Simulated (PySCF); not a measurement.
## Hg²⁺: excitation energy

Hg²⁺ [Xe] 4f14 5d10 (1S) → Hg²⁺ [Xe] 4f14 5d9 6p1 (high-spin determinant), as a difference of total energies. Computed with PySCF 2.14 in x2c-TZVPPall with one added diffuse shell each of s, p, d, f type (12s8p8d4f1g, 113 functions), with scalar relativity by spin-free X2C-1e. Correlated levels: valence: [Xe] 4f14 frozen. The calculations carry no spin-orbit coupling.

```
           method  excitation energy (cm⁻¹)
              UHF                    113040
    MP2 (valence)                    120140
SCS-MP2 (valence)                    120320
   CCSD (valence)                    118300
CCSD(T) (valence)                    118340
```

A first-order spin-orbit estimate (lowest level to lowest level, LS coupling) adds -0.313 eV.

The determinant of the upper state mixes LS terms, which raises its energy above the lowest term, most at the Hartree-Fock and MP2 levels.
